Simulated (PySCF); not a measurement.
Trend along the chalcogens: MH anions

PBE with double-zeta basis sets in PySCF, for the lowest determinant that a PBE0 search found; no spin–orbit coupling. De refers to high-spin ground-configuration atoms (the charge goes to the atom of lower measured ionisation energy or higher electron affinity, which is not always the lowest computed limit). A positive dipole points towards H; it is taken about the centre of mass and depends on that origin.

| M | basis | charged atom | state (unpaired electrons) | Re (Å) | ωe (cm⁻¹) | De (eV) | μ (D) |
| --- | --- | --- | --- | --- | --- | --- | --- |
| O | aug-cc-pVDZ | O− | singlet (closed shell) | 0.979 | 3634 | 4.91 | 1.12 |
| S | aug-cc-pVDZ/aug-cc-pV(D+d)Z | S− | singlet (closed shell) | 1.365 | 2575 | 3.95 | 0.36 |
| Se | def2-SVPD | Se− | singlet (closed shell) | 1.491 | 2310 | 3.61 | -0.06 |
| Te | aug-cc-pVDZ-PP/aug-cc-pVDZ | Te− | singlet (closed shell) | 1.690 | 1994 | 3.14 | -0.44 |

The shortest bond is that of OH⁻ (0.979 Å), the longest that of TeH⁻ (1.690 Å). OH⁻ is bound most strongly (4.91 eV) and TeH⁻ least (3.14 eV).

The rows differ in basis set, which adds steps of its own.

Down a group the atoms grow and get heavier, so bonds lengthen and wavenumbers fall; this series shows no clear exception.

These are scalar-relativistic numbers at best; spin–orbit coupling would shift them, the dissociation energy most. For an ion De counts to the pair picked by the measured ionisation energies or electron affinities, which need not be the lowest pair at this level. The highest Kohn–Sham level is positive in some of these anions. Much of that is self-interaction error, but it also means that the finite basis helps to hold the extra electron.
